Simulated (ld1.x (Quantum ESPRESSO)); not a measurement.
Tm (Z = 69): one change to a PAW potential, before and after

```
Element                 : Tm
Generator               : ld1.x (Quantum ESPRESSO) 7.5
Type                    : PAW
Functional              : LDA (PZ)
Relativity              : scalar-relativistic
Frozen core             : [Kr] 4d10 4f12
Valence charge          : 11
Reference configuration : 5s2 5p6 5d1 6s1.5 6p0.5
Partial waves           : 5s (bound): rcut 1.55, rcutus 1.60 bohr; 6s (bound): rcut 1.55, rcutus 1.60 bohr; 5p (bound): rcut 2.30, rcutus 3.00 bohr; 6p (bound): rcut 2.30, rcutus 3.00 bohr; 5d (bound): rcut 1.95, rcutus 2.70 bohr; 5d channel at 1.2 Ry: rcut 1.95, rcutus 2.70 bohr; 5f channel at 0.45 Ry: rcut 2.30, rcutus 2.40 bohr; 5f channel at 1.15 Ry: rcut 2.30, rcutus 2.40 bohr
Local potential         : all-electron potential smoothed inside 2.95 bohr (lloc = -1)
Core correction         : Bessel-smoothed model core inside 0.70 bohr
Augmentation charge     : PSQ, inside the norm-conserving radii
```

Change: wave 5d channel at 1.2 Ry: rcut 1.95, rcutus 2.70 bohr becomes 5d channel at 0.06 Ry: rcut 1.95, rcutus 2.70 bohr.

Cutoffs: the cutoffs (Ry, on a coarse ladder) from which the occupation-weighted sum of valence levels, in a spherical-Bessel basis at the reference potential, stays within 10 and 1 mRy of its value at 400 Ry; they do not see the model core or the augmentation charge, which bear on the density cutoff. Errors are all-electron minus pseudo energies relative to the spin-unpolarised reference configuration. Spin-polarised tests are left out, since the open f shell is frozen unpolarised in the core.

**Question.** How do hardness, ghosts and transferability respond?

**Answer.** The potential gets neither clearly harder nor softer (18 Ry and 25 Ry → 18 Ry and 25 Ry); both files keep a bound ghost (f); the errors of the 7 common tests hardly move; the range in which the d phases agree narrows (upper end at the end of the scan → 1.7).

| quantity | base | changed |
| --- | --- | --- |
| cutoff, loose | 18 Ry | 18 Ry |
| cutoff, tight | 25 Ry | 25 Ry |
| bound ghosts | f | f |
| error for 5s2 5p6 5d1 6s2 6p0, meV [ΔE -1.65 eV] | +0.3 | +0.3 |
| error for 5s2 5p6 5d1 6s1 6p0, meV [ΔE 5.72 eV] | -3.1 | -3.1 |
| error for 5s2 5p6 5d1 6s0 6p0, meV [ΔE 18.94 eV] | -22 | -22 |
| error for 5s2 5p6 5d1 6s1.5 6p0, meV [ΔE 1.34 eV] | -0.5 | -0.6 |
| error for 5s2 5p6 5d0 6s0 6p0, meV [ΔE 39.14 eV] | -171 | -171 |
| error for 5s2 5p5 5d1 6s2 6p0, meV [ΔE 34.22 eV] | -246 | -249 |
| error for 5s2 5p6 5d2 6s0 6p0, meV [ΔE 7.83 eV] | -10 | -11 |
| s: phases at 3.27 bohr within 0.05 rad from the reference energy up to (Ry; the scan ends near 5) | 3.1 | 3.1 |
| p: phases at 3.27 bohr within 0.05 rad from the reference energy up to (Ry; the scan ends near 5) | 3.0 | 3.0 |
| d: phases at 3.27 bohr within 0.05 rad from the reference energy up to (Ry; the scan ends near 5) | to the end of the scan | 1.7 |
| f: phases at 3.27 bohr within 0.05 rad from the reference energy up to (Ry; the scan ends near 5) | n/a | n/a |
| lowest overlap eigenvalue by channel | s 0.41, p 0.81, d 0.40, f 0.98 | s 0.41, p 0.81, d 0.88, f 0.98 |

 A true bound ghost makes a file unfit for plane-wave use even where its test errors are small: the radial tests pick states by their node count and pass the ghost by.
